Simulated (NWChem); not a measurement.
System: C₂H₆ClGe cation

Parts of the log:

```
             Northwest Computational Chemistry Package (NWChem) 7.3.0
             --------------------------------------------------------

 C1  symmetry detected

                             Geometry "geometry" -> ""
                             -------------------------

 Output coordinates in angstroms (scale by  1.889725989 to convert to a.u.)

  No.       Tag          Charge          X              Y              Z
 ---- ---------------- ---------- -------------- -------------- --------------
    1 C                    6.0000    -1.76321611    -1.11030369    -0.00020757
    2 Ge                  32.0000    -0.00000027    -0.30745185     0.00015964
    3 C                    6.0000     1.76320821    -1.11032139    -0.00007085
    4 Cl                  17.0000     0.00000588     1.79988190    -0.00004198
    5 H                    1.0000    -2.29572264    -0.76136192     0.89175273
    6 H                    1.0000    -1.67724341    -2.19922305    -0.00264664
    7 H                    1.0000    -2.29747592    -0.75726255    -0.88945954
    8 H                    1.0000     2.30144112    -0.75019050     0.88385707
    9 H                    1.0000     1.67724338    -2.19918714     0.01101558
   10 H                    1.0000     2.29171358    -0.76855745    -0.89724355

 Effective nuclear repulsion energy (a.u.)     358.4088212633

                                 NWChem DFT Module
                                 -----------------

 Summary of "ao basis" -> "ao basis" (spherical)
 ------------------------------------------------------------------------------
       Tag                 Description            Shells   Functions and Types
 ---------------- ------------------------------  ------  ---------------------
 C                           6-31g*                  6       14   3s2p1d
 Ge                          6-31g*                 12       32   5s4p3d
 Cl                          6-31g*                  8       18   4s3p1d
 H                           6-31g*                  2        2   2s

            General Information
            -------------------
          SCF calculation type: DFT
          Wavefunction type:  closed shell.
          No. of atoms     :    10
          No. of electrons :    66
           Alpha electrons :    33
            Beta electrons :    33
          Charge           :     1
          Spin multiplicity:     1
          Use of symmetry is: off; symmetry adaption is: off
          Maximum number of iterations: 150
          AO basis - number of functions:    90
                     number of shells:    44
          Convergence on energy requested:  1.00D-06
          Convergence on density requested:  1.00D-05
          Convergence on gradient requested:  5.00D-04

              XC Information
              --------------
                       M06-2X Method XC Functional
                     Hartree-Fock (Exact) Exchange  0.540
                        M06-2X Exchange Functional  1.000
                      M06-2X Correlation Potential  1.000

             Grid Information
             ----------------
          Grid used for XC integration:  fine
          Radial quadrature: Mura-Knowles
          Angular quadrature: Lebedev.
          Tag              B.-S. Rad. Rad. Pts. Rad. Cut. Ang. Pts.
          ---              ---------- --------- --------- ---------
          C                   0.70       70          11.0       590
          Ge                  1.25      140           8.0       974
          Cl                  1.00      123          11.0       770
          H                   0.35       60          12.0       590
          Grid pruning is: on
          Number of quadrature shells:   763
          Spatial weights used:  Erf1

      Superposition of Atomic Density Guess
      -------------------------------------

 Sum of atomic energies:       -2612.78192272

 Renormalizing density from      67.00 to     66

      Non-variational initial energy
      ------------------------------

 Total energy =   -2590.407241
 1-e energy   =   -4282.317544
 2-e energy   =    1333.501482
 HOMO         =      -0.645956
 LUMO         =      -0.345815

     ---------------------------------------------
      Total Density - Mulliken Population Analysis
     ---------------------------------------------

    Atom       Charge   Shell Charges
 -----------   ------   -------------------------------------------------------
    1 C    6     6.80   2.00  0.75  2.11  0.66  1.25  0.02
    2 Ge  32    31.33   2.00  2.00  6.00  2.00  6.02  1.43  1.53  0.05  0.08  7.28  2.64  0.30
    3 C    6     6.80   2.00  0.75  2.11  0.66  1.25  0.02
    4 Cl  17    17.21   2.00  2.00  5.99  1.48  3.95  0.45  1.33  0.01
    5 H    1     0.65   0.43  0.22
    6 H    1     0.64   0.43  0.22
    7 H    1     0.65   0.43  0.22
    8 H    1     0.65   0.43  0.22
    9 H    1     0.64   0.43  0.22
   10 H    1     0.65   0.43  0.22

   convergence    iter        energy       DeltaE   RMS-Dens  Diis-err
 ---------------- ----- ----------------- --------- --------- ---------
 d= 0,ls=0.0,diis     1  -2616.2462063923 -2.97D+03  1.46D-02  3.53D+00
 d= 0,ls=0.0,diis     2  -2616.3128616723 -6.67D-02  5.96D-03  2.60D+00
 d= 0,ls=0.0,diis     3  -2616.4188633024 -1.06D-01  7.42D-04  3.95D-03
 d= 0,ls=0.0,diis     4  -2616.4191880930 -3.25D-04  3.05D-04  1.31D-03
 d= 0,ls=0.0,diis     5  -2616.4189665299  2.22D-04  1.27D-04  2.56D-05
  Resetting Diis
 d= 0,ls=0.0,diis     6  -2616.4189739346 -7.40D-06  4.74D-05  2.00D-06
 d= 0,ls=0.0,diis     7  -2616.4189743866 -4.52D-07  1.41D-05  5.11D-07
 d= 0,ls=0.0,diis     8  -2616.4189743966 -1.00D-08  6.56D-06  4.94D-07

         Total DFT energy =    -2616.418974396613
      One electron energy =    -4334.879588087512
           Coulomb energy =     1480.192324570584
    Exchange-Corr. energy =     -120.140532143024
 Nuclear repulsion energy =      358.408821263339

 Numeric. integr. density =       66.000000371700

                       DFT Final Molecular Orbital Analysis
                       ------------------------------------

 Vector   31  Occ=2.000000D+00  E=-6.170119D-01
              MO Center=  3.2D-06,  1.3D-01,  1.6D-04, r^2= 4.2D+00
   Bfn.  Coefficient  Atom+Function         Bfn.  Coefficient  Atom+Function
  ----- ------------  ---------------      ----- ------------  ---------------
    67      0.437607   4 Cl px               25      0.405637   2 Ge px
     3     -0.252209   1 C  px               49     -0.252210   3 C  px
    71      0.200870   4 Cl px               63     -0.168377   4 Cl px
    21     -0.156653   2 Ge px                7     -0.125557   1 C  px
    53     -0.125559   3 C  px               85     -0.077672   8 H  s

 Vector   32  Occ=2.000000D+00  E=-5.934456D-01
              MO Center=  2.0D-06,  1.6D+00, -1.5D-04, r^2= 1.7D+00
   Bfn.  Coefficient  Atom+Function         Bfn.  Coefficient  Atom+Function
  ----- ------------  ---------------      ----- ------------  ---------------
    69      0.698010   4 Cl pz               73      0.351157   4 Cl pz
    65     -0.268793   4 Cl pz               27      0.161428   2 Ge pz
    43      0.062237   2 Ge d -1              5     -0.061886   1 C  pz
    51     -0.061883   3 C  pz               23     -0.060629   2 Ge pz
     9     -0.045566   1 C  pz               55     -0.045560   3 C  pz

 Vector   33  Occ=2.000000D+00  E=-5.649894D-01
              MO Center=  5.0D-06,  6.3D-01, -4.0D-05, r^2= 4.0D+00
   Bfn.  Coefficient  Atom+Function         Bfn.  Coefficient  Atom+Function
  ----- ------------  ---------------      ----- ------------  ---------------
    67      0.581030   4 Cl px               71      0.295239   4 Cl px
    25     -0.288894   2 Ge px               63     -0.221768   4 Cl px
     3      0.208228   1 C  px               49      0.208226   3 C  px
     7      0.122015   1 C  px               53      0.122011   3 C  px
    21      0.110608   2 Ge px                4      0.095138   1 C  py

 Vector   34  Occ=0.000000D+00  E=-2.658383D-01
              MO Center= -1.9D-06, -2.3D-01,  7.1D-04, r^2= 3.2D+00
   Bfn.  Coefficient  Atom+Function         Bfn.  Coefficient  Atom+Function
  ----- ------------  ---------------      ----- ------------  ---------------
    27      0.744935   2 Ge pz               31      0.425259   2 Ge pz
    23     -0.258672   2 Ge pz               69     -0.237543   4 Cl pz
    73     -0.223706   4 Cl pz               80     -0.155116   5 H  s
    90      0.155761  10 H  s                84      0.154772   7 H  s
    86     -0.154106   8 H  s                65      0.089805   4 Cl pz

 Vector   35  Occ=0.000000D+00  E=-1.834271D-01
              MO Center=  5.0D-06, -1.0D-01, -1.2D-03, r^2= 4.2D+00
   Bfn.  Coefficient  Atom+Function         Bfn.  Coefficient  Atom+Function
  ----- ------------  ---------------      ----- ------------  ---------------
    28      1.111545   2 Ge s                24     -0.504594   2 Ge s
     6     -0.499690   1 C  s                52     -0.499693   3 C  s
    70     -0.432586   4 Cl s                72      0.400813   4 Cl py
    68      0.324343   4 Cl py                7     -0.280675   1 C  px
    53      0.280687   3 C  px               26      0.221936   2 Ge py

 Vector   36  Occ=0.000000D+00  E=-1.200007D-01
              MO Center= -1.3D-06, -8.6D-01, -4.4D-04, r^2= 4.8D+00
   Bfn.  Coefficient  Atom+Function         Bfn.  Coefficient  Atom+Function
  ----- ------------  ---------------      ----- ------------  ---------------
    30      1.041947   2 Ge py               28     -0.575046   2 Ge s
     6      0.556962   1 C  s                52      0.556956   3 C  s
    26      0.520861   2 Ge py               70     -0.508843   4 Cl s
    24     -0.399672   2 Ge s                72      0.331985   4 Cl py
    68      0.242925   4 Cl py               82      0.219907   6 H  s

     ---------------------------------------------
      Total Density - Mulliken Population Analysis
     ---------------------------------------------

    Atom       Charge   Shell Charges
 -----------   ------   -------------------------------------------------------
    1 C    6     6.69   2.00  0.66  2.10  0.69  1.21  0.02
    2 Ge  32    31.29   2.00  2.00  6.00  2.00  5.99  1.26  1.65  0.04  0.10  6.91  2.92  0.40
    3 C    6     6.69   2.00  0.66  2.10  0.69  1.21  0.02
    4 Cl  17    17.01   2.00  2.00  5.98  1.41  3.59  0.53  1.48  0.02
    5 H    1     0.72   0.50  0.22
    6 H    1     0.73   0.50  0.23
    7 H    1     0.72   0.50  0.22
    8 H    1     0.72   0.50  0.22
    9 H    1     0.73   0.50  0.23
   10 H    1     0.72   0.50  0.22

     -------------------------------------------
      Total Density - Lowdin Population Analysis
     -------------------------------------------

    Atom       Charge   Shell Charges
 -----------   ------   -------------------------------------------------------
    1 C    6     6.54   1.99  0.56  1.91  0.47  1.57  0.04
    2 Ge  32    31.26   2.00  2.00  5.99  1.98  5.88  0.83  1.42  0.28  0.50  6.71  3.06  0.61
    3 C    6     6.54   1.99  0.56  1.91  0.47  1.57  0.04
    4 Cl  17    16.93   2.00  2.00  5.91  1.16  3.30  0.63  1.92  0.02
    5 H    1     0.78   0.46  0.32
    6 H    1     0.80   0.47  0.33
    7 H    1     0.78   0.46  0.32
    8 H    1     0.79   0.46  0.32
    9 H    1     0.80   0.47  0.33
   10 H    1     0.78   0.46  0.32

     Multipole analysis of the density
     ---------------------------------

     L   x y z        total         alpha         beta         nuclear
     -   - - -        -----         -----         ----         -------
     0   0 0 0      1.000000    -33.000000    -33.000000     67.000000

     1   1 0 0     -0.000009     -0.000005     -0.000005     -0.000000
     1   0 1 0     -1.428948     -0.714474     -0.714474      0.000000
     1   0 0 1     -0.000453     -0.000226     -0.000226      0.000000

     2   2 0 0    -23.078769   -125.868109   -125.868109    228.657450
     2   1 1 0     -0.000043      0.000079      0.000079     -0.000201
     2   1 0 1     -0.003206      0.000939      0.000939     -0.005085
     2   0 2 0    -26.188041   -164.633462   -164.633462    303.078883
     2   0 1 1      0.001643     -0.002258     -0.002258      0.006159
     2   0 0 2    -27.701443    -19.515751    -19.515751     11.330059

            General Information
            -------------------
          SCF calculation type: DFT
          Wavefunction type:  closed shell.
          No. of atoms     :    10
          No. of electrons :    66
           Alpha electrons :    33
            Beta electrons :    33
          Charge           :     1
          Spin multiplicity:     1
          Use of symmetry is: off; symmetry adaption is: off
          Maximum number of iterations: 150
          AO basis - number of functions:    90
                     number of shells:    44
          Convergence on energy requested:  1.00D-06
          Convergence on density requested:  1.00D-05
          Convergence on gradient requested:  5.00D-04

              XC Information
              --------------
                       M06-2X Method XC Functional
                     Hartree-Fock (Exact) Exchange  0.540
                        M06-2X Exchange Functional  1.000
                      M06-2X Correlation Potential  1.000

             Grid Information
             ----------------
          Grid used for XC integration:  fine
          Radial quadrature: Mura-Knowles
          Angular quadrature: Lebedev.
          Tag              B.-S. Rad. Rad. Pts. Rad. Cut. Ang. Pts.
          ---              ---------- --------- --------- ---------
          C                   0.70       70          11.0       590
          Ge                  1.25      140           8.0       974
          Cl                  1.00      123          11.0       770
          H                   0.35       60          12.0       590
          Grid pruning is: on
          Number of quadrature shells:   763
          Spatial weights used:  Erf1

          Convergence Information
          -----------------------
          Convergence aids based upon iterative change in
          total energy or number of iterations.
          Levelshifting, if invoked, occurs when the
          HOMO/LUMO gap drops below (HL_TOL):  1.00D-02
          DIIS, if invoked, will attempt to extrapolate
          using up to (NFOCK): 10 stored Fock matrices.

                    Damping( 0%)  Levelshifting(0.5)       DIIS
                  --------------- ------------------- ---------------
          dE  on:    start            ASAP                start
          dE off:    2 iters        150 iters           150 iters

                            NWChem DFT Gradient Module
                            --------------------------

  charge          =   1.00
  wavefunction    = closed shell

                         DFT ENERGY GRADIENTS

    atom               coordinates                        gradient
                 x          y          z           x          y          z
   1 C      -3.331995  -2.098170  -0.000392   -0.006808  -0.002602  -0.000004
   2 Ge     -0.000001  -0.581000   0.000302   -0.000000  -0.000550   0.000003
   3 C       3.331980  -2.098203  -0.000134    0.006809  -0.002602   0.000002
   4 Cl      0.000011   3.401284  -0.000079    0.000000   0.005093  -0.000000
   5 H      -4.338287  -1.438765   1.685168    0.000128   0.000602   0.000893
   6 H      -3.169530  -4.155929  -0.005001    0.001064  -0.000877  -0.000002
   7 H      -4.341600  -1.431019  -1.680835    0.000125   0.000605  -0.000889
   8 H       4.349093  -1.417654   1.670248   -0.000120   0.000611   0.000882
   9 H       3.169530  -4.155861   0.020816   -0.001064  -0.000876   0.000014
  10 H       4.330711  -1.452363  -1.695544   -0.000133   0.000596  -0.000899
```

Level: M06-2X/6-31G* (spherical d). All runs use the structure optimised with B3LYP/6-31G* (spherical d).

Question: Which NWChem input produces such a log?

Answer: One answer among several that fit: the input that was run:
```
start job
memory heap 200 mb stack 900 mb global 1100 mb
charge 1
geometry units angstroms noautoz
  C      0.142510    -1.757418    -1.152423
  Ge     0.001171     0.000069    -0.349451
  C     -0.142993     1.757430    -1.152198
  Cl     0.003896     0.000151     1.757881
  H      1.075156    -2.215911    -0.804756
  H      0.131603    -1.671973    -2.241332
  H     -0.700054    -2.361936    -0.798185
  H      0.694933     2.365508    -0.793257
  H     -0.126492     1.672598    -2.241084
  H     -1.079551     2.211543    -0.809153
end
basis spherical
  C library 6-31g*
  Ge library 6-31g*
  Cl library 6-31g*
  H library 6-31g*
end
dft
  xc m06-2x
  grid fine
  iterations 150
  mulliken
end
task dft gradient
```
